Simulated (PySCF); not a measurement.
Spin-Hamiltonian simulation

Molecule: SMILES C=Cc1cnnn1C, C5H7N3.

Molfile (atoms numbered from 1):
```
C5H7N3
     RDKit          3D

 15 15  0  0  0  0  0  0  0  0999 V2000
   -2.2885   -1.0668    0.0476 C   0  0  0  0  0  0  0  0  0  0  0  0
   -0.9657   -0.8674    0.1036 C   0  0  0  0  0  0  0  0  0  0  0  0
   -0.3165    0.4292    0.1480 C   0  0  0  0  0  0  0  0  0  0  0  0
   -0.7841    1.7365    0.1588 C   0  0  0  0  0  0  0  0  0  0  0  0
    0.2707    2.5753    0.2053 N   0  0  0  0  0  0  0  0  0  0  0  0
    1.3628    1.8846    0.2254 N   0  0  0  0  0  0  0  0  0  0  0  0
    1.0349    0.5941    0.1933 N   0  0  0  0  0  0  0  0  0  0  0  0
    2.0698   -0.4059    0.2053 C   0  0  0  0  0  0  0  0  0  0  0  0
   -2.6996   -2.0776    0.0172 H   0  0  0  0  0  0  0  0  0  0  0  0
   -2.9996   -0.2364    0.0306 H   0  0  0  0  0  0  0  0  0  0  0  0
   -0.3039   -1.7395    0.1175 H   0  0  0  0  0  0  0  0  0  0  0  0
   -1.8088    2.1008    0.1357 H   0  0  0  0  0  0  0  0  0  0  0  0
    3.0260    0.1278    0.2478 H   0  0  0  0  0  0  0  0  0  0  0  0
    1.9778   -1.0576    1.0863 H   0  0  0  0  0  0  0  0  0  0  0  0
    2.0359   -1.0189   -0.7071 H   0  0  0  0  0  0  0  0  0  0  0  0
  1  2  2  0
  2  3  1  0
  3  4  2  0
  4  5  1  0
  5  6  2  0
  6  7  1  0
  7  8  1  0
  7  3  1  0
  1  9  1  0
  1 10  1  0
  2 11  1  0
  4 12  1  0
  8 13  1  0
  8 14  1  0
  8 15  1  0
M  END
```

Level of theory: J: B3LYP/pcJ-1 (spin–dipole term only in couplings to heteroatoms), coordinates at the PBE0-D3(BJ)/def2-SVP level, HF/pcSseg-1 with gauge-including orbitals, in PySCF (one averaged value for each set of equivalent atoms, one computed conformer, non-relativistic, gas phase).

δ = σ(ref) − σ, references computed at the same level: 1H vs TMS.

The 4-spin Hamiltonian (Zeeman plus full scalar coupling among like nuclei) was diagonalised exactly; lines are Lorentzian, 0.4 Hz wide, and the maxima above 3 % are listed with the tallest set to 100.

Peak list at 800 MHz for the spins H9/H10/H11/H12:
δ in ppm (height): 8.211 (51), 8.210 (100), 8.210 (98), 8.209 (50), 6.601 (35), 6.600 (34), 6.585 (36), 6.584 (36), 6.577 (40), 6.576 (40), 6.561 (42), 6.560 (43), 6.312 (46), 6.312 (56), 6.311 (57), 6.310 (46), 6.289 (39), 6.288 (48), 6.287 (48), 6.287 (39), 5.849 (45), 5.848 (50), 5.848 (50), 5.847 (44), 5.833 (43), 5.832 (49), 5.832 (48), 5.831 (43)

Question: Extract the chemical shifts and coupling constants behind this pattern (give the signs of the calculation).

Answer: 
Shifts (ppm): H9 5.84, H10 6.30, H11 6.58, H12 8.21.
Couplings (Hz): H9–H10: 0.9; H9–H11: 12.9; H9–H12: 0.5; H10–H11: 19.0; H10–H12: 0.6; H11–H12: -0.8.
These are the parameters used. A line list fixes at most the relative signs, and those only where coupling is strong; other parameter sets or atom labellings may fit too, and couplings well below the line width leave little trace.

Unscaled 3J(H,H) at this level run about 10 % above measured values.
